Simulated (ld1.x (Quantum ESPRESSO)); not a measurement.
## Reading a pseudo-wave (vanadium (V))

Columns: radius, all-electron u(r) and pseudo u(r) of the 3d shell (level -5.16 eV) of vanadium in the configuration [Ne] 3s2 3p6 3d3 4s2 4p0; PBE, scalar-relativistic, PAW scheme, ld1.x (Quantum ESPRESSO) 7.5.

```tsv
r (bohr)	all-electron	pseudo
0.072	0.0178	0.0014
0.145	0.0910	0.0112
0.217	0.2012	0.0361
0.290	0.3257	0.0811
0.362	0.4438	0.1463
0.435	0.5490	0.2312
0.507	0.6346	0.3283
0.580	0.7030	0.4326
0.652	0.7528	0.5330
0.725	0.7867	0.6242
0.798	0.8063	0.6982
0.870	0.8140	0.7504
0.942	0.8125	0.7812
1.015	0.8037	0.7924
1.088	0.7894	0.7874
1.160	0.7712	0.7718
1.232	0.7501	0.7506
1.305	0.7268	0.7269
1.378	0.7023	0.7023
1.450	0.6773	0.6773
1.522	0.6522	0.6522
1.595	0.6267	0.6267
1.668	0.6016	0.6016
1.740	0.5773	0.5773
1.812	0.5536	0.5536
1.885	0.5304	0.5304
```

Problem. How many radial nodes do the two functions have?

Solution. The all-electron 3d function has n − l − 1 = 0; the pseudo-wave has 0.

Problem. At about which radius was the pseudo-wave matched?

Solution. 1.35 bohr, where the columns begin to agree (steps of 0.07 bohr).

Problem. Where does each function peak?

Solution. Outermost all-electron maximum near 0.87 bohr, pseudo maximum near 1.01 bohr (to the table’s step).

Problem. Is the pseudo-wave norm-conserving?

Solution. No, it belongs to a PAW set: the norm inside the radius is not constrained, and the difference is carried by the augmentation charge.
